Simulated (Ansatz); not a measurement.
Input and output for FGaH4SSi (`F[SiH](S)[GaH2]`).

```yaml
crystal:
  periodic: [false, false, false]
  atoms:
    - {symbol: F, position_ang: [-0.794141, 2.029638, 0.476548]}
    - {symbol: Si, position_ang: [0.244809, 0.961881, -0.127008]}
    - {symbol: S, position_ang: [1.732048, 0.414161, 1.305328]}
    - {symbol: Ga, position_ang: [-0.840034, -1.097515, -0.741812]}
    - {symbol: H, position_ang: [1.038861, 1.672622, -1.160753]}
    - {symbol: H, position_ang: [0.920296, -0.370894, 2.035206]}
    - {symbol: H, position_ang: [-1.650357, -1.860324, 0.368318]}
    - {symbol: H, position_ang: [-0.651491, -1.749579, -2.155828]}
basis:
  gaussian: {orbitals: 6-31G}
total_charge: 1
magnetization: {spin_polarized: true, initial_magnetization: 1}
hamiltonian: {xc: {name: BLYP}, dispersion: d3bj}
```

```sh
$ ansatz run in.yaml --threads 4 --pin off --events-out ev --progress --plain --max-ram 10444MiB
```

Shortened log:

```
Functional definition: BLYP
733 factors; integrals over basis functions are off by at most 6.0e-4 eV
mean field evaluation 1: about -73845.1242 eV, gradient 5.0e1 eV
mean field evaluation 2: about -73640.8257 eV, gradient 1.7e2 eV
mean field evaluation 4: about -73847.3000 eV, gradient 2.8e1 eV
mean field evaluation 8: about -73853.5976 eV, gradient 4.5e-1 eV
mean field evaluation 16: about -73853.5901 eV, gradient 2.4e-3 eV
mean field -73853.59006984 eV, -2714.0693753051 hartree, gradient 4.7e-5 eV, S^2 0.751534; 5 other end points of the search recorded, 0 dependent functions left out
reference -73853.59045865 eV, -2714.0693895939 hartree; 37, 36 occupied and 35, 36 virtual orbitals, 733 factors
Total energy: -73854.01366142 eV, -2714.0849420087 hartree
```

It took 1.4 s on 4 threads of an Intel Xeon Platinum 8488C on a shared host, with 0.42 GiB of host memory at the peak.
